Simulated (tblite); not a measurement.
Isomers of C5H6O2Si. Computed with GFN2-xTB (tblite): harmonic, unscaled wavenumbers at the GFN2-xTB geometry, gas phase. The method is semi-empirical: single wavenumbers can be off by several per cent or more. Modes of hydrogen on silicon can be 10 to 20 % off. One conformer each.

Electronic energies: GFN2-xTB at the same geometries; isomer energies are rough at this level and their order can be wrong.

| SMILES | electronic energy, lowest = 0 (kJ/mol) |
| --- | --- |
| C[SiH2]C#CC(=O)C=O | 240.0 |
| O=C1C=CC(=O)C1[SiH3] | 0.0 |
| O=COC1=C[SiH2]C=C1 | 63.7 |
| C[SiH]1C(=O)C=CC1=O | 133.6 |

Task: How do GFN2-xTB zero-point energies change the relative energies?

Result: 
| SMILES | ZPE (kJ/mol) | of it from modes above 1550 cm⁻¹ | electronic (kJ/mol) | with ZPE, lowest = 0 (kJ/mol) | lowest mode (cm⁻¹) | rings |
| --- | --- | --- | --- | --- | --- | --- |
| O=C1C=CC(=O)C1[SiH3] | 238.0 | 127.5 | 0.0 | 0.0 | 66 | 1 |
| O=COC1=C[SiH2]C=C1 | 243.2 | 129.4 | 63.7 | 68.9 | 28 | 1 |
| C[SiH]1C(=O)C=CC1=O | 245.7 | 134.7 | 133.6 | 141.3 | 45 | 1 |
| C[SiH2]C#CC(=O)C=O | 232.7 | 132.5 | 240.0 | 234.7 | 18i | 0 |

The zero-point energies span 13.0 kJ/mol, from `C[SiH2]C#CC(=O)C=O` to `C[SiH]1C(=O)C=CC1=O`. Slightly imaginary modes are left out of the zero-point energy: `C[SiH2]C#CC(=O)C=O` 17.9i cm⁻¹. The order is unchanged.
